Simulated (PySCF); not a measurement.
Ortho-chlorotoluene, C₇H₇Cl.
Atom-mapped SMILES: `[CH3:1][c:2]1[cH:3][cH:4][cH:5][cH:6][c:7]1[Cl:8]` (hydrogens: H9, H10, H11 on C1; H12 on C3; H13 on C4; H14 on C5; H15 on C6)

The same species was optimised twice, with GFN2-xTB and with PBE0-D3(BJ)/def2-SVP (PySCF), and the same property calculations (PySCF, gas phase) were run on both structures.

```json
{"coordinate": "C2–C3 (Å)", "GFN2-xTB": "1.389", "PBE0-D3(BJ)/def2-SVP": "1.400", "change": "+0.011"}
{"coordinate": "C2–C7 (Å)", "GFN2-xTB": "1.393", "PBE0-D3(BJ)/def2-SVP": "1.403", "change": "+0.010"}
{"coordinate": "C4–C5 (Å)", "GFN2-xTB": "1.384", "PBE0-D3(BJ)/def2-SVP": "1.393", "change": "+0.009"}
{"coordinate": "C6–C7 (Å)", "GFN2-xTB": "1.384", "PBE0-D3(BJ)/def2-SVP": "1.393", "change": "+0.009"}
{"coordinate": "C3–C4 (Å)", "GFN2-xTB": "1.384", "PBE0-D3(BJ)/def2-SVP": "1.393", "change": "+0.009"}
{"coordinate": "C5–C6 (Å)", "GFN2-xTB": "1.384", "PBE0-D3(BJ)/def2-SVP": "1.392", "change": "+0.008"}
{"coordinate": "C7–Cl8 (Å)", "GFN2-xTB": "1.733", "PBE0-D3(BJ)/def2-SVP": "1.738", "change": "+0.005"}
{"coordinate": "C1–C2 (Å)", "GFN2-xTB": "1.495", "PBE0-D3(BJ)/def2-SVP": "1.497", "change": "+0.002"}
{"coordinate": "C3–C2–C7 (°)", "GFN2-xTB": "117.5", "PBE0-D3(BJ)/def2-SVP": "116.9", "change": "-0.6"}
{"coordinate": "C1–C2–C7 (°)", "GFN2-xTB": "121.0", "PBE0-D3(BJ)/def2-SVP": "121.5", "change": "+0.5"}
{"coordinate": "C2–C3–C4 (°)", "GFN2-xTB": "121.4", "PBE0-D3(BJ)/def2-SVP": "121.9", "change": "+0.5"}
{"coordinate": "C2–C7–C6 (°)", "GFN2-xTB": "121.8", "PBE0-D3(BJ)/def2-SVP": "122.1", "change": "+0.3"}
{"coordinate": "C2–C7–Cl8 (°)", "GFN2-xTB": "119.5", "PBE0-D3(BJ)/def2-SVP": "119.3", "change": "-0.2"}
{"coordinate": "C6–C7–Cl8 (°)", "GFN2-xTB": "118.7", "PBE0-D3(BJ)/def2-SVP": "118.6", "change": "-0.1"}
{"coordinate": "C3–C4–C5 (°)", "GFN2-xTB": "120.0", "PBE0-D3(BJ)/def2-SVP": "119.9", "change": "-0.1"}
{"coordinate": "C1–C2–C3 (°)", "GFN2-xTB": "121.5", "PBE0-D3(BJ)/def2-SVP": "121.6", "change": "+0.1"}
```

Rotational constants: A = 2911, B = 1550, C = 1018 MHz (GFN2-xTB) against A = 2867, B = 1537, C = 1007 MHz (PBE0-D3(BJ)/def2-SVP). Point groups within 0.08 Å: Cs and Cs.

On the GFN2-xTB structure: HOMO (eV) -7.07 [PBE0/pcSseg-1]; LUMO (eV) -0.43 [PBE0/pcSseg-1]; dipole (D) 1.48 [PBE0/pcSseg-1]; GIAO shielding of C1 (ppm) 163.0 [PBE0/pcSseg-1]; GIAO shielding of C2 (ppm) 44.5 [PBE0/pcSseg-1]; GIAO shielding of C3 (ppm) 51.2 [PBE0/pcSseg-1]; GIAO shielding of C4 (ppm) 54.9 [PBE0/pcSseg-1]; GIAO shielding of C5 (ppm) 54.4 [PBE0/pcSseg-1]; GIAO shielding of C6 (ppm) 51.8 [PBE0/pcSseg-1]; GIAO shielding of C7 (ppm) 41.3 [PBE0/pcSseg-1]; GIAO shielding of Cl8 (ppm) 730.1 [PBE0/pcSseg-1].

Q: What do these properties become on the PBE0-D3(BJ)/def2-SVP structure?

A: 
| property | level | on GFN2-xTB | on PBE0-D3(BJ)/def2-SVP | change |
| --- | --- | --- | --- | --- |
| HOMO (eV) | PBE0/pcSseg-1 | -7.07 | -7.05 | +0.02 |
| LUMO (eV) | PBE0/pcSseg-1 | -0.43 | -0.48 | -0.05 |
| dipole (D) | PBE0/pcSseg-1 | 1.48 | 1.48 | 0.00 |
| energy, GFN2-xTB geometry as zero (kcal/mol) | PBE0/pcSseg-1 | 0.0 | -0.2 | -0.2 |
| GIAO shielding of C1 (ppm) | PBE0/pcSseg-1 | 163.0 | 161.5 | -1.5 |
| GIAO shielding of C2 (ppm) | PBE0/pcSseg-1 | 44.5 | 42.3 | -2.2 |
| GIAO shielding of C3 (ppm) | PBE0/pcSseg-1 | 51.2 | 48.4 | -2.8 |
| GIAO shielding of C4 (ppm) | PBE0/pcSseg-1 | 54.9 | 52.8 | -2.1 |
| GIAO shielding of C5 (ppm) | PBE0/pcSseg-1 | 54.4 | 52.1 | -2.3 |
| GIAO shielding of C6 (ppm) | PBE0/pcSseg-1 | 51.8 | 49.6 | -2.2 |
| GIAO shielding of C7 (ppm) | PBE0/pcSseg-1 | 41.3 | 38.8 | -2.5 |
| GIAO shielding of Cl8 (ppm) | PBE0/pcSseg-1 | 730.1 | 724.0 | -6.1 |

The heavy atoms differ by 0.011 Å rms after alignment. Among bonds between heavy atoms C2–C3 and C2–C7 change most and about equally (+0.010 to +0.011 Å). Changes are differences of the printed values. Neither structure is proved a minimum here.
